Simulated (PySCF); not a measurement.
Vertical excitations of a molecule C2H8OSi3 from PySCF with TDA-PBE/def2-SVPD, as energy in eV (oscillator strength): 4.23 (0.000), 5.00 (0.003), 5.35 (0.006), 5.43 (0.010), 5.57 (0.106), 5.86 (0.003), 5.93 (0.008), 5.98 (0.002), 6.02 (0.001), 6.10 (0.016). Lowest triplet (TDA): 3.92 eV. The structure is a stationary point at B3LYP-D3(BJ)/def2-SVP. Other conformers were not sampled.

### Question
Identify the compound among the candidates.
A) O[Si@H]1C=C[Si@@H]1[SiH3]
B) [SiH3]C1=CO[SiH2][SiH2]1
C) O[SiH2][Si@@H]1C=C[SiH2]1
D) O=C1C[Si@H]([SiH3])[SiH2]1

### Answer
A, O[Si@H]1C=C[Si@@H]1[SiH3]
